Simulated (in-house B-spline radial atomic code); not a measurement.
How numerical settings move a run on Yb⁺, [Xe] 4f14 6s1. Computed with a B-spline radial code for spherical atoms: scalar-relativistic (X2C) revTPSS, spin-polarised, spherical fractional occupations, Fermi nucleus of rms radius 5.3108 fm.

Command:
```bash
python run_scf.py task.json out
```
Settings of the sound reference run:
```
Z                70
electrons        69
configuration    [Xe] 4f14 6s1
hamiltonian      x2c
method           revtpss,revtpss
spin_polarised   True
nucleus          fermi
rms_radius       5.3108
mass_number      174
atomic_mass      173.9389
speed_of_light   137.036
knot_spacing     0.22
spline_order     8
gauss_points     12
box_radius       35.29
max_iterations   70
damping          0.5
damped_steps     3
diis_vectors     10
tolerance        1e-08
start            Thomas-Fermi
```

Run time, properties included: 0.52 s on 1 thread of Intel(R) Xeon(R) 6975P-C, on a shared host.

It converges in 10 iterations to -14057.677795 hartree, with 6s up at -9.4918 eV. The other runs change the listed settings, some to values that make no sense; their results aren't properties of the atom or ion. Radii are in bohr (the nuclear one in fm), a minus after a letter asks for a j subshell, and «unchanged» means within 1e-8 hartree. The run stops when the residual is below 10 × tolerance × max(1, Z/10), or a noise floor if that is larger, and the energy moves by less than 1e-8 × √|E| hartree; so very loose and very tight tolerances often act alike.

| changed settings | outcome |
| --- | --- |
| spline_order = 4, gauss_points = 8, box_radius = 5.29, first_knot = 0.0429, max_iterations = 100 | converged in 10 iterations, energy +6.67e+02 hartree from the reference, 6s up level +3.0e+00 eV (the program warns: 6s up reaches the box edge; 5s up reaches the box edge) |
| diis_vectors = 1 | not converged after 70 iterations, last residual 4.3e+00, last energy +7.28e+02 hartree from the reference |
| gauss_points = 16, max_iterations = 100, damped_steps = 1, start = bare nucleus | converged in 8 iterations, energy -1.67e-07 hartree from the reference, 6s up level -2.5e-06 eV |
| diis_vectors = 2 | converged in 10 iterations, energy unchanged, 6s up level +7.5e-06 eV |
| gauss_points = 5, max_iterations = 75, tolerance = 0.001 | converged in 7 iterations, energy -2.26e-07 hartree from the reference, 6s up level +1.1e-04 eV |
| gauss_points = 16 | converged in 10 iterations, energy -1.67e-07 hartree from the reference |
| gauss_points = 5 | converged in 10 iterations, energy -2.30e-07 hartree from the reference |
| gauss_points = 4 | converged in 10 iterations, energy -2.12e-07 hartree from the reference, 6s up level -8.3e-07 eV |
| spline_order = 7, max_iterations = 50, damped_steps = 0 | converged in 8 iterations, energy -3.74e-06 hartree from the reference, 6s up level -2.0e-05 eV |
| start = bare nucleus | converged in 10 iterations, energy unchanged |
| gauss_points = 8 | converged in 10 iterations, energy -3.02e-07 hartree from the reference |

What happens with spline_order = 10, gauss_points = 16, box_radius = 70.58, max_iterations = 100, damping = 0?

Converged in 10 iterations, energy -6.83e-06 hartree from the reference, 6s up level -1.5e-05 eV.

What happens with electrons = 77, configuration = [Xe] 4f14 6s1 8s2 8p6, max_iterations = 50?

Not converged after 50 iterations, last residual 1.9e-05.

What happens with electrons = 70, configuration = [Xe] 4f14 6s1 7p-1, max_iterations = 50?

Stopped with error: j subshells need the Dirac Hamiltonian and l > 0.

What happens with diis_vectors = 0?

Not converged after 70 iterations, last residual 3.2e-01, last energy +4.85e+00 hartree from the reference.
